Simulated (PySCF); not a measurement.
CH10FNSi3, SMILES N[SiH2][Si@@H](F)C[SiH3].

Geometry: PBE-D3(BJ)/def2-SVP. The structure was generated by enumeration; whether it is a known compound was not checked. One conformer was computed; it need not be the lowest.

Computed with PBE-D3(BJ)/def2-SVP in PySCF 2.14.0.

Frequencies are harmonic and unscaled.

Problem. List the normal modes with their intensities. (An estimate is asked for; the answer gives what the named calculation found.)

Solution. 
```
mode  ν (cm⁻¹)  IR (km/mol)  moving atoms (share of kinetic energy)
----  --------  -----------  --------------------------------------
1           31          0.3         Si 36 %, N 22 %, H 22 %, F 13 %
2           50          1.6         H 39 %, Si 21 %, N 18 %, C 15 %
3           61          0.2         Si 42 %, N 24 %, H 19 %, F 12 %
4          120          1.4          F 37 %, H 29 %, Si 19 %, C 9 %
5          137          1.6                 H 67 %, F 19 %, Si 10 %
6          151          2.4                 H 60 %, Si 19 %, F 12 %
7          181          1.2          Si 51 %, H 18 %, N 15 %, C 8 %
8          231         33.8           H 62 %, Si 20 %, F 9 %, N 9 %
9          270         12.3         Si 37 %, H 27 %, F 20 %, C 14 %
10         403         86.2                  H 68 %, Si 19 %, N 9 %
11         421         91.6                 H 43 %, Si 42 %, N 10 %
12         468          8.4                         H 82 %, Si 10 %
13         497         19.7                         H 72 %, Si 24 %
14         550          5.6                 H 52 %, Si 34 %, C 13 %
15         643         88.2                          H 86 %, Si 9 %
16         675         10.0                          H 64 %, C 25 %
17         681         32.4                 H 69 %, C 16 %, Si 12 %
18         730        216.4                 H 41 %, C 34 %, Si 22 %
19         762         19.2                  H 71 %, N 11 %, Si 8 %
20         789        121.8                  H 68 %, F 10 %, Si 9 %
21         797         49.2          H 59 %, F 15 %, C 12 %, Si 9 %
22         835         36.8                 H 38 %, N 32 %, Si 28 %
23         855         75.4                 H 38 %, Si 33 %, F 23 %
24         888        262.6                         H 82 %, Si 12 %
25         903         91.1                         H 77 %, Si 15 %
26         913         59.4                                  H 96 %
27         920         29.8                                  H 97 %
28         933         95.6                                  H 90 %
29         977         12.1                                  H 89 %
30        1033         90.7                          H 66 %, C 30 %
31        1325          6.7                                  H 92 %
32        1497         27.2                           H 90 %, N 9 %
33        2061        154.3                                  H 97 %
34        2135         87.8                                  H 97 %
35        2152         97.1                                  H 97 %
36        2156        119.6                                  H 97 %
37        2167         95.6                                  H 97 %
38        2187         86.9                                  H 96 %
39        2985          0.3                                  H 95 %
40        3050          0.1                           H 91 %, C 9 %
41        3477         19.4                                  H 96 %
42        3572         22.3                           H 91 %, N 9 %
```
